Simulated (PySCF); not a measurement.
Ga(OH)2(OiPr), SMILES CC(C)[O][Ga]([OH])[OH] at its GFN2-xTB optimised geometry (Å):

```
16

Ga    -0.8212     0.5397     0.0000
O     -1.8315    -0.9022     0.0003
H     -2.7843    -0.8384     0.0026
O     -1.4951     2.1457     0.0000
H     -2.4404     2.2908    -0.0063
O      0.9304     0.5397     0.0000
C      1.7630    -0.6029     0.0058
C      1.5507    -1.4445    -1.2472
C      1.5476    -1.4336     1.2656
H      2.7843    -0.1925     0.0053
H      0.5214    -1.8076    -1.2505
H      2.2330    -2.2908    -1.2647
H      1.7126    -0.8348    -2.1340
H      1.7059    -0.8157     2.1474
H      0.5187    -1.7979     1.2688
H      2.2309    -2.2789     1.2930
```

Calculation: PySCF with PBE0/def2-TZVP. Cells within 0.4 Å of a nucleus heavier than hydrogen are left out (blank, or x).

Map of the HOMO−1 amplitude (bohr^(-3/2)) on the plane z = 0.0 Å; orbital energy -8.19 eV, overall sign arbitrary:

```
|444444444444444444444444444|
|444444444444444444444444444|
|444444444444444444444444444|
|444444444444444444444444444|
|444444444444444444444444444|
|444444444444444444444444444|
|444444444444444554444444444|
|444444444xx4445555544444444|
|444444444x54445555554444444|
|444444444544445666554444444|
|444444445544445897654444444|
|44444445555x433xx9644444444|
|4444444555xx520xx7433334444|
|444444455544321023210134444|
|44444445665433234xx00134444|
|44444434xx5444446xx22334444|
|44444433xx54444568644444444|
|444444444444444566654444444|
|444444444444444455554444444|
|444444444444444445444444444|
|444444444444444444444444444|
|444444444444444444444444444|
|444444444444444444444444444|
|444444444444444444444444444|
|444444444444444444444444444|
|444444444444444444444444444|
|444444444444444444444444444|
```
Scale: ten equal steps from -0.202 (start of '0') to 0.217 (end of '9'), in the order '0123456789'; x runs from -5.00 to 5.00, y from -5.00 (bottom) to 5.00 (top).
